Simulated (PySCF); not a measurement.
Stepwise substitution at one centre (Al OH-I). All species are isolated molecules in the gas phase. One relaxed conformer stands for each flexible species; it need not be the lowest. Strings in code marks are SMILES.

The LUMO from two functionals at the same geometries (B3LYP-D3(BJ)/def2-TZVP), both in PySCF: PBE-D3(BJ)/def2-TZVP and B3LYP-D3(BJ)/def2-TZVP. B3LYP has the VWN-RPA correlation part, as in Gaussian. 

| species | B3LYP-D3(BJ)/def2-TZVP (eV) |
|---|---|
| 0 of 3 OH replaced by I | -0.80 |
| 1 of 3 OH replaced by I (`[Al]([OH])([I])[OH]` (H–O–Al–I torsion 0°, I–Al–O–H torsion 0°)) | -1.25 |
| 2 of 3 OH replaced by I (`[OH][Al]([I])[I]` (H–O–Al–I torsion 180°)) | -1.72 |
| 3 of 3 OH replaced by I (`[I][Al]([I])[I]`) | -2.21 |

Q: What does PBE-D3(BJ)/def2-TZVP give for each?

A: 
- 0 of 3 OH replaced by I: -1.31
- 1 of 3 OH replaced by I (`[Al]([OH])([I])[OH]` (H–O–Al–I torsion 0°, I–Al–O–H torsion 0°)): -1.80
- 2 of 3 OH replaced by I (`[OH][Al]([I])[I]` (H–O–Al–I torsion 180°)): -2.27
- 3 of 3 OH replaced by I (`[I][Al]([I])[I]`): -2.74
Over these rows, drawn at random from the members with no instability flagged (it was tested for open shells, ions and some series alone), PBE minus B3LYP-D3(BJ): mean -0.54 eV, from -0.55 eV to -0.51 eV.
